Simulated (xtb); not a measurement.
C2H9AlN (SMILES [CH3][Al+]([CH3])<-[NH3]), charge +1, singlet, from a rough starting geometry (GFN-xTB shapes and energies of metal compounds can be far from the true ones); xtb 6.7.1 with GFN2-xTB.

Here is a job for xtb.
```
$ xtb mol.xyz --gfn 2 --chrg 1 --opt vtight --json

# file mol.xyz
13

Al     0.00489599     0.40091413     0.13786977
C      1.54574392     1.03874978    -1.00875898
H      2.44561068     0.48543887    -0.83958788
H      1.72580208     2.13255485    -0.79899321
H      1.29640604     0.98857770    -2.06416825
C     -1.42120132     0.56714928     1.42097128
H     -2.12871826    -0.28718817     1.41209940
H     -1.98804319     1.44880030     1.30700117
H     -1.03214270     0.56940547     2.44424916
N     -0.05404575    -1.64422322    -0.36045392
H     -0.69335541    -1.76124712    -1.18129414
H     -0.28693992    -2.13677857     0.31632369
H      0.85815519    -1.91674106    -0.72310754
```

It wrote (shortened):

```
   ID    Z sym.   atoms
    1   13 Al     1
    2    6 C      2, 6
    3    1 H      3-5, 7-9, 11-13
    4    7 N      10

           -------------------------------------------------
          |                Calculation Setup                |
           -------------------------------------------------

           -------------------------------------------------
          |                 G F N 2 - x T B                 |
           -------------------------------------------------

          ...................................................
          :                      SETUP                      :
          :.................................................:
          :  # basis functions                  31          :
          :  # atomic orbitals                  30          :
          :  # shells                           18          :
          :  # electrons                        24          :
          :  max. iterations                   250          :
          :  Hamiltonian                  GFN2-xTB          :
          :  restarted?                      false          :
          :  GBSA solvation                  false          :
          :  PC potential                    false          :
          :  electronic temp.          300.0000000     K    :
          :  accuracy                    1.0000000          :
          :  -> integral cutoff          0.2500000E+02      :
          :  -> integral neglect         0.1000000E-07      :
          :  -> SCF convergence          0.1000000E-05 Eh   :
          :  -> wf. convergence          0.1000000E-03 e    :
          :  Broyden damping             0.4000000          :
          :  net charge                          1          :
          :  unpaired electrons                  0          :
          ...................................................

 iter      E             dE          RMSdq      gap      omega  full diag
   1    -12.4788624 -0.124789E+02  0.129E+01    4.09       0.0  T
   2    -12.6014566 -0.122594E+00  0.137E+01    3.70       1.0  T
   3    -12.6243270 -0.228704E-01  0.102E+01    3.91       1.0  T
   4    -12.6111968  0.131302E-01  0.431E+00    3.62       1.0  T
   5    -12.6260987 -0.149019E-01  0.115E+00    4.13       1.0  T
   6    -12.6305225 -0.442376E-02  0.491E-01    4.07       1.0  T
   7    -12.6311995 -0.677087E-03  0.473E-01    4.02       1.0  T
   8    -12.6312466 -0.470607E-04  0.472E-02    4.02       1.0  T
[...]
 * total energy  :   -12.4406315 Eh     change        0.3381252E-06 Eh
 * total energy  :   -12.4406329 Eh     change       -0.1444444E-05 Eh
 * total energy  :   -12.4406331 Eh     change       -0.1854247E-06 Eh
 * total energy  :   -12.4406333 Eh     change       -0.1662907E-06 Eh
 * total energy  :   -12.4406334 Eh     change       -0.1707391E-06 Eh
 * total energy  :   -12.4406337 Eh     change       -0.2963275E-06 Eh
 * total energy  :   -12.4406344 Eh     change       -0.6376527E-06 Eh
 * total energy  :   -12.4406351 Eh     change       -0.7656208E-06 Eh
 * total energy  :   -12.4406356 Eh     change       -0.5027957E-06 Eh
 * total energy  :   -12.4406358 Eh     change       -0.1164155E-06 Eh
 * total energy  :   -12.4406359 Eh     change       -0.1134860E-06 Eh
 * total energy  :   -12.4406360 Eh     change       -0.7858664E-07 Eh
   *** GEOMETRY OPTIMIZATION CONVERGED AFTER 47 ITERATIONS ***
         :: total energy             -12.440635957905 Eh    ::
[...]
    11   1 H        0.860     0.232     0.958     1.533
    12   1 H        0.859     0.239     0.929     1.510
    13   1 H        0.859     0.239     0.925     1.507

 Mol. C6AA /au·bohr⁶  :       1253.318458
 Mol. C8AA /au·bohr⁸  :      44080.683862
 Mol. α(0) /au        :         59.580716

Wiberg/Mayer (AO) data.
largest (>0.10) Wiberg bond orders for each atom

 ---------------------------------------------------------------------------
     #   Z sym  total        # sym  WBO       # sym  WBO       # sym  WBO
 ---------------------------------------------------------------------------
     1  13 Al   3.554 --     2 C    1.182     6 C    1.182    10 N    0.581
     2   6 C    3.964 --     1 Al   1.182     4 H    0.893     3 H    0.884
                             5 H    0.882
     3   1 H    0.985 --     2 C    0.884
     4   1 H    0.986 --     2 C    0.893
     5   1 H    0.984 --     2 C    0.882
     6   6 C    3.964 --     1 Al   1.182     8 H    0.894     9 H    0.885
                             7 H    0.881
     7   1 H    0.984 --     6 C    0.881
     8   1 H    0.986 --     6 C    0.894
     9   1 H    0.985 --     6 C    0.885
    10   7 N    3.397 --    11 H    0.921    12 H    0.916    13 H    0.916
                             1 Al   0.581
    11   1 H    0.946 --    10 N    0.921
    12   1 H    0.943 --    10 N    0.916
    13   1 H    0.943 --    10 N    0.916
 ---------------------------------------------------------------------------

Topologies differ in total number of bonds
Writing topology from bond orders to xtbtopo.mol

molecular dipole:
                 x           y           z       tot (Debye)
 q only:        0.017      -0.900      -0.210
   full:        0.004      -1.146      -0.275       2.996
molecular quadrupole (traceless):
                xx          xy          yy          xz          yz          zz
 q only:       -1.063       1.356       3.357      -5.075       1.635      -2.294
  q+dip:       -0.617       1.978       3.208      -7.530       1.779      -2.591
   full:       -2.669       0.767       5.484      -2.157       2.277      -2.815

optimized geometry written to: xtbopt.xyz

           -------------------------------------------------
          | TOTAL ENERGY              -12.440635957905 Eh   |
          | GRADIENT NORM               0.000038376734 Eh/α |
          | HOMO-LUMO GAP               4.065978019137 eV   |
           -------------------------------------------------
```
